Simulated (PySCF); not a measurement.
**Vertical excitation energies**

C4H6N2S.
InChI=1S/C4H6N2S/c5-1-4-2-6-7-3-4/h2-3H,1,5H2

Computed, not measured: TDDFT CAM-B3LYP/def2-SVPD, vertical, gas phase, core orbitals frozen in the response (PySCF). The structure is a single PBE0-D3(BJ)/def2-SVP conformer in the gas phase; no vibrational or solvent corrections. Torsions of this conformer, `[NH2:1][CH2:2][c:3]1[cH:4][n:5][s:6][cH:7]1`: N1–C2–C3–C4 -41°, H–N1–C2–C3 175°, H–N1–C2–C3 -67°.

**Question.** What does the calculation give for the low-lying excited states?

**Answer.** 

```
state  E (eV)  λ (nm)  ν̃ (cm⁻¹)       f  main configurations (H = HOMO, L = LUMO)
   S1    5.50   225.4      44370   0.120                     H→L (85%), H-3→L (8%)
   S2    5.70   217.5      45990   0.026                  H-3→L (57%), H-1→L (33%)
   S3    6.12   202.6      49360  0.0001   H→L+2 (42%), H→L+1 (18%), H-1→L+2 (11%)
   S4    6.26   198.2      50460   0.028                  H-2→L (72%), H-1→L (10%)
   S5    6.34   195.5      51160   0.036   H→L+1 (21%), H-1→L+1 (19%), H-2→L (14%)
   S6    6.57   188.8      52970  0.0069     H-1→L (41%), H-3→L (19%), H→L+1 (17%)
```

The lowest singlet lies at 5.50 eV (225 nm, ultraviolet) and is of moderate strength; its leading configuration is HOMO→LUMO (85%). The lowest level is also the most intense of those listed (f = 0.120). Löwdin shares by element: HOMO sulfur 28%, carbon 27% or more, nitrogen 15% or more (atoms not listed hold the other 30%); LUMO carbon 36% or more, sulfur 22%, nitrogen 21% or more (atoms not listed hold the other 22%). The listed states span 1.07 eV, and the widest gap between neighbours is 0.42 eV (S2 to S3). Of the 6 states listed, 4 reach f = 0.01 and 1 stays under 0.0005. The oscillator strengths of these states sum to 0.218; summed over the whole spectrum of an exact calculation they would give the number of electrons, 60 (Thomas–Reiche–Kuhn). No computed singlet lies in the visible range (380 to 750 nm); the lowest, at 225 nm, stands 2.24 eV above its violet end (3.26 eV). Singlets were solved by full linear response.

On one thread of an Intel Xeon Platinum 8488C, no GPU, shared host with 192 logical CPUs at a one-minute load of 77, this took 43 s and 0.92 GiB of memory at its peak.
